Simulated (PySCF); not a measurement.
# Radial density of Cl (chlorine, neutral)

B3LYP, [Ne] 3s2 3p5, 2P determinant. Computed with PySCF 2.14 in def2-TZVP (5s5p2d1f, 37 functions), with the non-relativistic Hamiltonian (point nucleus).

```
r (bohr)  4πr²ρ (e/bohr)  4πr²(ρα − ρβ)
 0.00172          0.1124         0.0000
 0.00289          0.3070         0.0000
 0.00486          0.8096         0.0000
 0.00818           2.050         0.0001
  0.0138           4.795         0.0002
  0.0231           9.893         0.0008
  0.0389           16.47         0.0032
  0.0654           19.56         0.0138
   0.110           15.28         0.0519
   0.185           14.18         0.1237
   0.311           19.41         0.1166
   0.524           11.04        -0.0035
   0.881           3.670         0.2945
    1.48           4.477         0.6343
    2.49           1.593         0.2402
    4.19          0.1232         0.0161
    7.05       0.0001819         0.0000
```

Where is the radial spin density 4πr²(ρα − ρβ) most negative, and why is it negative at all?

Around r = 0.524 bohr, down to -0.0035 e/bohr: exchange with the open shell polarises the paired shells in an unrestricted calculation.
